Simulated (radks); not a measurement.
Species: Au4+. Configuration: [Xe] 4f14 5d7. Method: scalar-relativistic Kohn-Sham, BLYP, spin-unpolarised, spherical densities, point nucleus; computed with a radial shooting solver on a logarithmic mesh with Libxc functionals.

Radial electron density D(r) = 4 pi r^2 rho(r):

| r (bohr) | D(r) (e/bohr) |
|---|---|
| 0.000973 | 10.02 |
| 0.001287 | 15.06 |
| 0.001703 | 22.25 |
| 0.002272 | 32.51 |
| 0.003006 | 45.66 |
| 0.003977 | 61.75 |
| 0.005263 | 79.50 |
| 0.007019 | 96.45 |
| 0.009287 | 107.3 |
| 0.01229 | 109.1 |
| 0.01626 | 102.7 |
| 0.02151 | 97.06 |
| 0.02869 | 105.8 |
| 0.03796 | 130.2 |
| 0.05023 | 148.0 |
| 0.06646 | 136.3 |
| 0.08864 | 115.7 |
| 0.1173 | 126.6 |
| 0.1552 | 135.9 |
| 0.2053 | 98.85 |
| 0.2739 | 75.30 |
| 0.3624 | 89.17 |
| 0.4794 | 71.54 |
| 0.6344 | 36.89 |
| 0.8461 | 22.98 |
| 1.119 | 16.57 |
| 1.481 | 8.298 |
| 1.96 | 2.684 |
| 2.614 | 0.4976 |
| 3.459 | 0.04670 |
| 4.576 | 0.001480 |

D(r) has 4 maxima, at r = 0.0113, 0.0519, 0.144, 0.374 bohr, and minima at 0.0217, 0.0930, 0.265 bohr, inside which lie 1.88, 11.00, 29.95 electrons.
